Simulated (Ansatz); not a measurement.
Ansatz (a first-principles code) input:
A basis named .json is the Basis Set Exchange file of that set.

Ansatz 0.2 input:
```yaml
crystal:
  periodic: [false, false, false]
  atoms:
    - {symbol: C, position_ang: [2.37515934, -0.41601993, 0.29645049]}
    - {symbol: C, position_ang: [1.37149482, 0.45718972, 0.20096230]}
    - {symbol: N, position_ang: [0.01515962, 0.15895437, -0.00270456]}
    - {symbol: Si, position_ang: [-0.49241612, -1.50456426, -0.18287298]}
    - {symbol: Si, position_ang: [-1.17216660, 1.44103096, -0.03664824]}
    - {symbol: H, position_ang: [2.23901243, -1.48797411, 0.23089214]}
    - {symbol: H, position_ang: [3.38298352, -0.05924232, 0.44642167]}
    - {symbol: H, position_ang: [1.58754143, 1.51775380, 0.27982745]}
    - {symbol: H, position_ang: [-1.95979036, -1.44914671, -0.36597070]}
    - {symbol: H, position_ang: [-0.16546730, -2.30255044, 1.02030306]}
    - {symbol: H, position_ang: [0.14598452, -2.13384453, -1.36062456]}
    - {symbol: H, position_ang: [-0.43419276, 2.72238668, 0.01080052]}
    - {symbol: H, position_ang: [-1.98231046, 1.36531592, -1.27328667]}
    - {symbol: H, position_ang: [-2.09564519, 1.35706880, 1.11938951]}
basis:
  gaussian:
    orbitals: aug-cc-pV_Q+d_Z.json
    fitting: {mean_field: def2-universal-jkfit, correlation: aug-cc-pVQZ-RIFIT.json}
magnetization: {spin_polarized: true, initial_magnetization: 2}
correlation: {method: mp2, electrons: outside_noble_gas}
```

Task: What final total energy does it print?

Result: -714.08658 Eh (RI-MP2/aug-cc-pV(Q+d)Z). The basis has 832 functions.

This state (charge 0, triplet) is run at the relaxed geometry of the species with charge 0 and multiplicity 1, and is a spin state other than that species' own.
